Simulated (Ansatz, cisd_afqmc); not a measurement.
System: Se, charge 0, triplet.

Total energies in aug-cc-pVTZ, 6 correlated electrons, 14 frozen orbitals. Radicals and triplets start from unrestricted determinants; spin-orbit coupling is neglected. Correlated methods leave the cores frozen (noble-gas shells, and filled d and f shells in the p block). No relativity. The Monte Carlo rows (phaseless AFQMC, CISD trial, step 0.005/hartree) carry one-sigma bars that omit the constraint's bias. Outlying blocks are dropped, and bars are widened where a walk drifts. Over all cases where full CI ran beside it in this data, AFQMC minus full CI had a median of +0.1 mEh and passed +0.4 mEh in a tenth of the cases.

| method | program | energy (Eh) | minus CCSDTQ (mEh) |
|---|---|---|---|
| HF | Ansatz | -2399.87256 | 125.07 |
| MP2 | Ansatz | -2399.97386 | 23.77 |
| CCSD | Ansatz | -2399.99291 | 4.71 |
| CCSD(T) | Ansatz | -2399.99685 | 0.78 |
| CCSDT(Q) | Ansatz | -2399.99761 | 0.01 |
| CCSDTQ | Ansatz | -2399.99763 | 0.00 |
| AFQMC/CISD | cisd_afqmc | -2399.9974 ± 0.0002 | 0.2 ± 0.2 |

Ansatz is a quantum-chemistry and plane-wave program.
